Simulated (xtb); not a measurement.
CuF, charge +1, doublet, geometry from GFN2-xTB (such geometries of metal compounds can be far from the true shape) (the multiplicity is a formal guess); GFN1-xTB (xtb).

The xtb input:
```
$ xtb mol.xyz --gfn 1 --chrg 1 --uhf 1 --json

# file mol.xyz
2

Cu    -0.00000000    -0.00000000    -0.40706850
F      0.00000000     0.00000000     1.31166518
```

It wrote (shortened):

```
   ID    Z sym.   atoms
    1   29 Cu     1
    2    9 F      2

           -------------------------------------------------
          |                Calculation Setup                |
           -------------------------------------------------

           -------------------------------------------------
          |                 G F N 1 - x T B                 |
           -------------------------------------------------

          ...................................................
          :                      SETUP                      :
          :.................................................:
          :  # basis functions                  14          :
          :  # atomic orbitals                  13          :
          :  # shells                            5          :
          :  # electrons                        17          :
          :  # halogen bonds                     0          :
          :  max. iterations                   250          :
          :  Hamiltonian                  GFN1-xTB          :
          :  restarted?                      false          :
          :  GBSA solvation                  false          :
          :  PC potential                    false          :
          :  electronic temp.          300.0000000     K    :
          :  accuracy                    1.0000000          :
          :  -> integral cutoff          0.2500000E+02      :
          :  -> integral neglect         0.1000000E-07      :
          :  -> SCF convergence          0.1000000E-05 Eh   :
          :  -> wf. convergence          0.2000000E-04 e    :
          :  Broyden damping             0.4000000          :
          :  net charge                          1          :
          :  unpaired electrons                  1          :
          ...................................................

 iter      E             dE          RMSdq      gap      omega  full diag
   1     -9.0024128 -0.900241E+01  0.148E+01    2.86       0.0  T
   2     -9.0744215 -0.720086E-01  0.818E+00    2.76       1.0  T
   3     -9.0722670  0.215446E-02  0.238E+00    2.70       1.0  T
   4     -9.0710180  0.124903E-02  0.126E+00    2.74       1.0  T
   5     -9.0753143 -0.429630E-02  0.101E-01    2.72       1.0  T
   6     -9.0753152 -0.983383E-06  0.882E-02    2.72       1.0  T
   7     -9.0753336 -0.183657E-04  0.102E-02    2.72       6.9  T
   8     -9.0753338 -0.213329E-06  0.287E-03    2.72      24.7  T
[...]
         :: total energy              -9.073045585621 Eh    ::
[...]
           -------------------------------------------------

    * Orbital Energies and Occupations

         #    Occupation            Energy/Eh            Energy/eV
      -------------------------------------------------------------
         1        2.0000           -1.0411984             -28.3325
         2        2.0000           -0.7624052             -20.7461
         3        2.0000           -0.7535867             -20.5061
         4        2.0000           -0.7535867             -20.5061
         5        2.0000           -0.6979866             -18.9932
         6        2.0000           -0.6979866             -18.9932
         7        1.9968           -0.6915147             -18.8171
         8        1.9968           -0.6915147             -18.8171
         9        1.0064           -0.6812727             -18.5384 (HOMO)
        10                         -0.5814098             -15.8210 (LUMO)
        11                         -0.4449791             -12.1085
        12                         -0.4449791             -12.1085
        13                         -0.1821356              -4.9562
      -------------------------------------------------------------
                  HL-Gap            0.0998629 Eh            2.7174 eV
             Fermi-level           -0.6587018 Eh          -17.9242 eV

  Mulliken/CM5 charges         n(s)   n(p)   n(d)
     1Cu    1.31830  1.39911   0.218  0.360  9.104
     2F    -0.31830 -0.39911   1.802  5.516  0.000

Wiberg/Mayer (AO) data.
largest (>0.10) Wiberg bond orders for each atom

 ---------------------------------------------------------------------------
     #   Z sym  total        # sym  WBO       # sym  WBO       # sym  WBO
 ---------------------------------------------------------------------------
     1  29 Cu   1.172 --     2 F    1.172
     2   9 F    1.172 --     1 Cu   1.172
 ---------------------------------------------------------------------------

Topologies differ in total number of bonds
Writing topology from bond orders to xtbtopo.mol

 dipole moment from electron density (au)
     X       Y       Z
  -0.0000  -0.0000  -2.5530  total (Debye):    6.489

           -------------------------------------------------
          | TOTAL ENERGY               -9.073045585621 Eh   |
          | GRADIENT NORM               0.041493698855 Eh/α |
          | HOMO-LUMO GAP               2.717406688794 eV   |
           -------------------------------------------------

normal termination of xtb
```
